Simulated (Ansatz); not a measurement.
Reaction: BOF (fluoro(oxo)borane, SMILES O=BF) + H+ → HBOF+ (SMILES [OH+]=BF)
Each species at its own B3LYP-D3(BJ)/def2-TZVP minimum (Ansatz, an electronic-structure program), one conformer.

Total energies in hartree (Ansatz). Open shells are spin-unrestricted; no spin-orbit coupling. Cores are frozen in correlated methods. No relativity.

```tsv
species	HF/cc-pVTZ	CCSD(T)/cc-pVTZ	HF/cc-pVQZ	CCSD(T)/cc-pVQZ	CCSDT(Q)/cc-pVTZ
1: BOF (fluoro(oxo)borane, SMILES O=BF)	-199.15531	-199.74393	-199.17166	-199.80653	-199.74522
2: HBOF+ (SMILES [OH+]=BF)	-199.43400	-200.01148	-199.45034	-200.07246	-200.01247
```

Task: Work out the proton affinity (electronic), positive where energy is released in kJ/mol: take Hartree-Fock from cc-pVQZ, extrapolate the CCSD(T) correlation energy as X^-3 (X = 3, 4), and add CCSDT(Q) - CCSD(T) in cc-pVTZ. 1 hartree = 2625.5 kJ/mol.

Result: 
Species 1: correlation (64·(-0.63487) - 27·(-0.58862))/37 = -0.66862; step -0.00129; E1 = -199.17166 + (-0.66862) + (-0.00129) = -199.84157
H+ has no electrons: E = 0
Species 2: correlation (64·(-0.62212) - 27·(-0.57748))/37 = -0.65470; step -0.00099; E2 = -199.45034 + (-0.65470) + (-0.00099) = -200.10603
+1·E1 -1·E2 = 0.26446 hartree = 694.3 kJ/mol.
